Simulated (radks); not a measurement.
Tm XXII, configuration [Kr] 4d10 4f2. Calculated with a radial shooting solver on a logarithmic mesh with Libxc functionals: Dirac Kohn-Sham, relativistic LDA (MacDonald-Vosko exchange, VWN5 correlation), spin-unpolarised, spherical densities, finite nucleus; open shells fill j = l - 1/2 first; Fermi nuclear charge, rms radius 5.2256 fm.

Normalised radial functions P(r) = r R(r) (large component), r in bohr:

r	4s1/2	4d3/2
0.001351	0.1683	0.0001
0.001535	0.1853	0.0001
0.001731	0.2025	0.0001
0.001967	0.2219	0.0002
0.002218	0.2413	0.0002
0.002501	0.2617	0.0003
0.002842	0.2843	0.0004
0.003205	0.3061	0.0005
0.003642	0.3298	0.0007
0.004107	0.3518	0.0009
0.004668	0.3746	0.0013
0.005263	0.3946	0.0017
0.005981	0.4136	0.0024
0.006744	0.4280	0.0032
0.007604	0.4381	0.0043
0.008642	0.4423	0.0060
0.009744	0.4386	0.0081
0.01107	0.4245	0.0112
0.01249	0.3999	0.0151
0.01419	0.3594	0.0208
0.016	0.3065	0.0279
0.01819	0.2326	0.0381
0.0205	0.1465	0.0509
0.02312	0.0446	0.0675
0.02628	-0.0793	0.0907
0.02963	-0.2057	0.1188
0.03367	-0.3447	0.1570
0.03796	-0.4701	0.2018
0.04315	-0.5860	0.2608
0.04865	-0.6645	0.3273
0.05529	-0.7003	0.4106
0.06234	-0.6751	0.4992
0.07029	-0.5829	0.5954
0.07989	-0.4059	0.7013
0.09007	-0.1717	0.7961
0.1024	0.1322	0.8809
0.1154	0.4369	0.9320
0.1312	0.7361	0.9397
0.1479	0.9425	0.8878
0.1681	1.0302	0.7558
0.1895	0.9517	0.5532
0.2137	0.7046	0.2765
0.2429	0.2749	-0.0854
0.2739	-0.2319	-0.4608
0.3113	-0.7974	-0.8587
0.3509	-1.2612	-1.1859
0.3989	-1.5997	-1.4410
0.4497	-1.7243	-1.5620
0.5111	-1.6497	-1.5531
0.5763	-1.4256	-1.4260
0.6498	-1.1172	-1.2131
0.7385	-0.7718	-0.9356
0.8327	-0.4894	-0.6720
0.9464	-0.2655	-0.4261
1.067	-0.1314	-0.2499
1.213	-0.0533	-0.1245
1.367	-0.0195	-0.0567
1.554	-0.0055	-0.0209
1.752	-0.0014	-0.0069

4s1/2: eigenvalue -1002.5 eV, 3 radial nodes at r = 0.0243, 0.0970, 0.260 bohr, <r> = 0.480 bohr, 90 % of the charge inside 0.685 bohr. 4d3/2: eigenvalue -728.37 eV, 1 radial node at r = 0.236 bohr, <r> = 0.513 bohr, 90 % of the charge inside 0.756 bohr.
